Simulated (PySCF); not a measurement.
These 2 structures share the formula [C7H12F]+ (charge +1). The calculation used PBE0-D3(BJ)/def2-SVP geometry optimisation, gas phase in PySCF 2.14.0. Energies are electronic, without zero-point or thermal terms, for one conformer each. No frequencies were run at this level. Point groups hold within 0.08 Å.

Question: Order them by energy at this level, lowest first, and give relative energies in kcal/mol.
A. `[CH3:1][C+:2]([CH2:3][F:4])[CH2:5][CH:6]1[CH2:7][CH2:8]1` (charge +1) with C1–C2–C3–F4 180°, C1–C2–C5–C6 -2°, C2–C5–C6–C7 -154°
B. `[CH3:1][C+:2]1[CH2:3][CH2:4][CH2:5][CH2:6][C@H:7]1[F:8]` (charge +1) with C1–C2–C3–C4 109°, C2–C3–C4–C5 58°, C3–C4–C5–C6 -57°, C4–C5–C6–C7 55°

Answer: B (0.0), A (32.0).

As drawn, the higher has a three-membered ring, which the lower lacks.

```csv
SMILES,E (Eh),E rel (kcal/mol),dipole about centre of mass (D),point group,"A, B, C (MHz)"
C[C+]1CCCC[C@H]1F,-372.84083,0.0,3.02,C1,"2846, 1964, 1329"
C[C+](CF)CC1CC1,-372.78988,32.0,4.13,C1,"3592, 1131, 928.7"
```

Question: How do the relative energies change in single points at PBE0/pcSseg-1 (no added dispersion term) on the same geometries?

Answer: 
```tsv
SMILES	PBE0-D3(BJ)/def2-SVP (kcal/mol)	PBE0/pcSseg-1 (kcal/mol)	shift
C[C+]1CCCC[C@H]1F	0.0	0.0	0.0
C[C+](CF)CC1CC1	32.0	31.0	-1.0
```

Each column counts from its own lowest isomer. The order is unchanged; the largest shift is 1.0 kcal/mol.
